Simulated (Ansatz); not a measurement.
Results of the Gaussian-basis code of Ansatz.

A structure relaxed at PBE0-D4/def2-TZVP, charge 0, multiplicity 1:

```tsv
atom	x (Å)	y (Å)	z (Å)
B1	0.980	-1.049	0.791
C2	0.069	0.017	0.119
C3	-0.352	-0.824	-1.113
C4	0.796	1.270	-0.359
C5	-1.176	0.389	0.917
H6	2.136	-1.141	0.484
H7	0.512	-1.863	1.538
H8	-1.027	-0.221	-1.731
H9	-0.891	-1.733	-0.832
H10	0.501	-1.104	-1.737
H11	0.139	1.892	-0.977
H12	1.127	1.881	0.485
H13	1.679	1.017	-0.952
H14	-0.917	0.967	1.808
H15	-1.857	1.002	0.315
H16	-1.721	-0.500	1.244
```

Problem. Give its formula and SMILES.

Solution. C4H11B, `BC(C)(C)C`.

Problem. Point group (tolerance 0.08 Å, 0.16 Å for H)?

Solution. Cs.

Problem. Summarise the bond lengths by kind.

Solution. 1 × B–C 1.555 Å; 2 × B–H 1.199 Å; 3 × C–C 1.525 to 1.551 Å; 9 × C–H 1.093 to 1.096 Å.
